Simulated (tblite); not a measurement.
Compound: C4H9ClO2Si2.
Bonds: C1–C2 (double), C2–Si3, Si3–O4, O4–Si5, Si5–Cl6, C2–C7, C7–C8, C7–O9 (double). Hydrogens: H10, H11 on C1; H12, H13 on Si3; H14, H15 on Si5; H16, H17, H18 on C8.

Computed with GFN2-xTB (tblite), gas phase: L-BFGS steps from a force-field or distance-geometry start until the largest atomic force falls under 0.01 eV/Å.

Step 130: E = -800.4141 eV
```
atom  x, y, z in Å  |  force x, y, z in eV/Å
C1     -1.9956    0.2658   -1.0171    0.004   0.003   0.011
C2     -0.7708   -0.1005   -0.6490   -0.060  -0.011   0.019
Si3     0.8506    0.5110   -1.4303   -0.027  -0.032   0.039
O4      1.7671    1.1133   -0.2304   -0.015  -0.005  -0.015
Si5     2.3303    1.0530    1.2836   -0.031  -0.010   0.004
Cl6     3.2938    2.7856    1.5354    0.024   0.014  -0.007
C7     -0.5066   -1.0883    0.4141    0.061   0.011   0.014
C8     -1.5820   -1.4027    1.4219    0.037   0.003  -0.021
O9      0.5923   -1.6060    0.4672   -0.048   0.011  -0.015
H10    -2.1475    0.9715   -1.8172    0.007   0.005   0.002
H11    -2.8932   -0.1231   -0.5579    0.024  -0.008  -0.032
H12     0.5701    1.6733   -2.2658    0.000   0.027  -0.013
H13     1.5720   -0.5639   -2.0961    0.013   0.009   0.025
H14     3.2466   -0.0628    1.4132    0.026  -0.016  -0.014
H15     1.2008    1.0228    2.2059   -0.008   0.002   0.002
H16    -1.1847   -2.0955    2.1595   -0.037   0.005   0.018
H17    -2.4373   -1.8566    0.9250    0.021  -0.001   0.006
H18    -1.9149   -0.4905    1.9132    0.011  -0.008  -0.023
```

Step 131: E = -800.4149 eV
```
atom  x, y, z in Å  |  force x, y, z in eV/Å
C1     -1.9981    0.2618   -1.0208    0.020  -0.008   0.021
C2     -0.7724   -0.1003   -0.6508   -0.083  -0.003   0.014
Si3     0.8497    0.5131   -1.4286   -0.037  -0.038   0.024
O4      1.7603    1.1196   -0.2275   -0.004   0.013   0.006
Si5     2.3266    1.0519    1.2847    0.007  -0.001   0.007
Cl6     3.3019    2.7790    1.5403    0.007  -0.001  -0.010
C7     -0.5060   -1.0876    0.4123    0.062  -0.004  -0.004
C8     -1.5792   -1.4005    1.4224    0.046   0.004  -0.015
O9      0.5934   -1.6049    0.4624   -0.052   0.012  -0.005
H10    -2.1547    0.9681   -1.8192    0.021   0.007  -0.004
H11    -2.8941   -0.1330   -0.5640    0.014  -0.009  -0.024
H12     0.5713    1.6728   -2.2676   -0.003   0.031  -0.018
H13     1.5775   -0.5623   -2.0853    0.012   0.003   0.012
H14     3.2441   -0.0650    1.4041    0.010  -0.011  -0.006
H15     1.1990    1.0234    2.2093   -0.005   0.000   0.002
H16    -1.1851   -2.0966    2.1587   -0.028   0.004   0.011
H17    -2.4403   -1.8466    0.9293    0.016  -0.008  -0.005
H18    -1.9028   -0.4866    1.9153   -0.003   0.011  -0.004
```

Problem. Estimate the geometry and energy of step 132. (The exact step hangs on the optimiser's Hessian estimate; all steps are aligned on step 131, rigid shifts and turns removed.)

Solution. E = -800.4157 eV, largest force 0.076 eV/Å
```
atom  x, y, z in Å  |  force x, y, z in eV/Å
C1     -2.0005    0.2466   -1.0343    0.008  -0.012   0.023
C2     -0.7740   -0.1034   -0.6563   -0.076  -0.001   0.006
Si3     0.8458    0.5220   -1.4283   -0.035  -0.027   0.012
O4      1.7518    1.1222   -0.2212   -0.004   0.022   0.013
Si5     2.3183    1.0444    1.2902    0.036   0.004   0.007
Cl6     3.3113    2.7616    1.5515   -0.006  -0.009  -0.010
C7     -0.5032   -1.0898    0.4066    0.020   0.001  -0.002
C8     -1.5691   -1.3878    1.4295    0.040   0.031  -0.012
O9      0.5931   -1.6128    0.4486   -0.020  -0.007   0.002
H10    -2.1608    0.9533   -1.8315    0.027   0.002  -0.005
H11    -2.8942   -0.1613   -0.5852    0.004  -0.006  -0.020
H12     0.5637    1.6884   -2.2581    0.000   0.015  -0.012
H13     1.5805   -0.5472   -2.0876    0.007   0.007   0.005
H14     3.2320   -0.0774    1.3990   -0.004  -0.008   0.004
H15     1.1908    1.0217    2.2154    0.003  -0.003  -0.004
H16    -1.1787   -2.0864    2.1651   -0.015  -0.001   0.007
H17    -2.4437   -1.8215    0.9493    0.022  -0.006  -0.011
H18    -1.8719   -0.4662    1.9222   -0.008   0.000  -0.006
```

The energy changes by -0.0008 eV. The first-order estimate −F·Δx gives -0.0011 eV and the mean of the old and new forces, exact on a quadratic surface, -0.0008 eV. The step makes an angle of 85° with the force vector and moves no atom by more than 0.038 Å.

The cost below is that of the whole relaxation. The run took 3.1 s on an Arm Neoverse V1 with one thread, no GPU, on a shared host.
